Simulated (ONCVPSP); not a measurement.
Before and after: ONCV potential for selenium

```json
{
 "Element": "selenium",
 "Generator": "ONCVPSP 4.0.1",
 "Type": "optimised norm-conserving Vanderbilt (ONCV)",
 "Functional": "PBEsol",
 "Relativity": "scalar-relativistic",
 "Frozen core": "[Ne]",
 "Valence charge": "24",
 "Reference configuration": "3s2 3p6 3d10 4s2 4p3 (charge +1)",
 "Partial waves": "3s+4s: rc 1.15 bohr, ncon 4, nbas 7, qcut 11.9 1/bohr, 2 projectors; 3p+4p: rc 0.95 bohr, ncon 4, nbas 8, qcut 17.4 1/bohr, 3 projectors, debl 2.7 Ha; 3d: rc 1.05 bohr, ncon 5, nbas 10, qcut 17.5 1/bohr, 1 projector",
 "Local potential": "polynomial inside 0.80 bohr (lpopt 3, dvloc0 0 Ha)",
 "Core correction": "Teter function, parameters optimised by the program"
}
```

Change: s: qcut 17.4.

Cutoffs: the cutoffs (Ha) at which the residual kinetic energy of the hardest occupied pseudo-wave falls to 1 and 0.1 mHa per electron; they do not see the model core or the augmentation charge, which bear on the density cutoff. Errors are all-electron minus pseudo energies relative to the spin-unpolarised reference configuration.

Question: Predict the effect on cutoff, ghosts and configuration errors.

Answer: The potential gets neither clearly harder nor softer (117 Ha and 131 Ha → 117 Ha and 131 Ha); the d channel sets the loose cutoff, while the largest relative change is in s, which becomes harder; of the 4 tests that both files solve, the error grows in 0 and shrinks in 1 by more than 15 % and 0.3 meV (median size 1.0 → 1.0 meV); neither file shows a bound ghost.

| quantity | base | changed |
| --- | --- | --- |
| cutoff, loose | 117 Ha | 117 Ha |
| cutoff, tight | 131 Ha | 131 Ha |
| loose cutoff by channel | s 42 Ha, p 79 Ha, d 117 Ha | s 66 Ha, p 79 Ha, d 117 Ha |
| bound ghosts | none | none |
| GHOST(+) flags under 300 eV | none | none |
| error for 3s2 3p6 3d10 4s2 4p4, meV [ΔE -10.85 eV] | +0.5 | +0.7 |
| error for 3s2 3p6 3d10 4s2 4p2, meV [ΔE 20.37 eV] | -1.5 | -1.3 |
| error for 3s2 3p6 3d10 4s2 4p1, meV [ΔE 51.27 eV] | -4.2 | -3.4 |
| error for 3s2 3p6 3d10 4s2 4p3.5, meV [ΔE -6.54 eV] | +0.3 | +0.4 |
| s: phases at 1.17 bohr within 0.05 rad from the reference energy up to (Ha; the scan ends near 5) | to the end of the scan | to the end of the scan |
| p: phases at 0.96 bohr within 0.05 rad from the reference energy up to (Ha; the scan ends near 5) | to the end of the scan | to the end of the scan |
| d: phases at 1.07 bohr within 0.05 rad from the reference energy up to (Ha; the scan ends near 5) | 1.2 | 1.2 |
| rms error of d²Exc/dni dnj with the model core, mHa | 0.97 | 0.83 |
